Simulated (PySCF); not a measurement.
C₂H₉GaN, SMILES [CH3][Ga]([CH3])<-[NH3] (connectivity only; charge and spin as stated), neutral, multiplicity 2.

The structure is a stationary point at r2SCAN-D4/def2-SVP. The multiplicity is an assumed one; no other spin state was optimised. The isomer is the one that the SMILES or the coordinates give; other isomers of the formula were not compared.

The numbers are results of C-PCM-M06-2X/def2-SVP run with PySCF 2.14.0, not measurements.

The values are the electrostatic part of the solvation free energy, E(continuum) − E(gas) at the gas-phase geometry, in a cavity of scaled van der Waals radii (PySCF's table); cavitation and dispersion terms are not included. A continuum can't describe solvent molecules that bind to the metal. The dipole moment in vacuum is 4.86 D.

Computed values in water (ε = 78.36), ethanol (ε = 24.85), cyclohexanone (ε = 15.62):
| solvent | ε | ΔG(elec) (kcal/mol) | dipole (D) |
|---|---|---|---|
| water | 78.36 | -9.3 | 6.20 |
| ethanol | 24.85 | -9.0 | 6.15 |
| cyclohexanone | 15.62 | -8.7 | 6.11 |
